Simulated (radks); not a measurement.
The caesium ion Cs36+, configuration [Ar] 3d1. All-electron calculation, Dirac Kohn-Sham, exchange-only PBE, spin-unpolarised, spherical densities, finite nucleus; open shells fill j = l - 1/2 first; Fermi nuclear charge, rms radius 4.8041 fm. Program: a radial shooting solver on a logarithmic mesh with Libxc functionals.

Spin-orbit splittings of the eigenvalues, e(l+1/2) - e(l-1/2), with zeta = 2 splitting/(2l+1) and mean radii in bohr:

| shell | occ. | splitting (eV) | zeta (eV) | <r> j=l-1/2 | <r> j=l+1/2 |
|---|---|---|---|---|---|
| 2p | 6 | ? | ? | 0.09317 | 0.09888 |
| 3p | 6 | 84.46 | 56.31 | 0.2627 | 0.2718 |
| 3d | 1 | 19.68 | 7.873 | 0.2373 | 0.2401 |

Estimate the 2p splitting.

Answer. 357.7 eV (zeta = 238.5 eV).
